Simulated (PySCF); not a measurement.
The PySCF input:
```python
from pyscf import gto, scf, dft

mol = gto.M(
    atom='''
O    -0.00000000   -0.00000000   -0.60491107
O     0.00000000    0.00000000    0.60491107
''',
    basis='6-31g*',
    spin=2,
    verbose=4,
)

mf = dft.UKS(mol)
mf.xc = 'b3lyp'
mf.kernel()
```

Question: What does this run give for the HOMO energy, Mulliken (on the basis functions themselves) charges in atom order, <S^2>?

Answer: 
The HOMO energy is -8.32 eV and the Mulliken (on the basis functions themselves) charges in atom order is O1 0.00, O2 0.00. The <S^2> is 2.007.

These values belong to the state on which the SCF converged, which isn't shown to be the lowest.
